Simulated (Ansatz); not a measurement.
Reactions of CH4F3NZr (`C[NH][Zr]([F])([F])[F]`).

Calculated with Ansatz (gas phase, PBE0-D4/def2-TZVP geometries, no zero-point term in ΔE). CCSD(T)/CBS adds triple-zeta CCSD(T) − MP2 to the extrapolated MP2 energy (def2 sets, frozen cores). This one scheme is used for every species. Triplets are unrestricted, without spin–orbit coupling. Elements past krypton have def2 core potentials. For Br, I, In, Se, Zr outer-core shells are correlated without core-valence functions, which leaves a few kJ/mol of doubt a bond. Scalar relativity is left out up to krypton. One conformer a species, not always the lowest.

Problem. Order these by ΔE at CCSD(T)/CBS, lowest first. (An estimate is asked.)
A. `C[NH][Zr]([F])([F])[F]` → `[CH2]` (triplet) + `[NH2][Zr]([F])([F])[F]`
B. `C[NH][Zr]([F])([F])[F]` + `N=C=O` → `O=C=[N][Zr]([F])([F])[F]` + CH₃NH₂
C. `C[NH][Zr]([F])([F])[F]` + HCl → `[F][Zr]([F])([F])[Cl]` + CH₃NH₂
D. `C[NH][Zr]([F])([F])[F]` + H₂Se → `[F][Zr]([F])([F])[SeH]` + CH₃NH₂
E. `C[NH][Zr]([F])([F])[F]` + `[Cl][In]([Cl])[Br]` → `[F][Zr]([F])([F])[Br]` + `C[NH][In]([Cl])[Cl]`
F. `C[NH][Zr]([F])([F])[F]` + `CC(C)N` → `CC(C)[NH][Zr]([F])([F])[F]` + CH₃NH₂
G. `C[NH][Zr]([F])([F])[F]` + `BC1C=N1` → `BC1(C)C=N1` + `[NH2][Zr]([F])([F])[F]`
H. `C[NH][Zr]([F])([F])[F]` + HI → `[F][Zr]([F])([F])[I]` + CH₃NH₂

Solution. C (-88.5 kJ/mol), H (-78.9 kJ/mol), B (-62.6 kJ/mol), G (-44.5 kJ/mol), D (-27.7 kJ/mol), F (-7.7 kJ/mol), E (+21.1 kJ/mol), A (+398.1 kJ/mol).

Largest T1 diagnostic: 0.018, for `O=C=[N][Zr]([F])([F])[F]`.
